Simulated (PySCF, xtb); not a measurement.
FS, SMILES F[S] (connectivity only; charge and spin as stated), charge -1, multiplicity 1.

GFN2-xTB in xtb at its own geometry gives an orbital gap of 2.33 eV.

The structure is a stationary point at PBE-D3(BJ)/def2-TZVPD. The multiplicity is an assumed one; other spin states were not compared.

**Question.** What does PySCF with CAM-B3LYP/def2-TZVPD give? (The exact figures need the calculation; the answer reports its results.)

**Answer.** gap 6.13 eV (levels -1.47 and 4.66 eV).
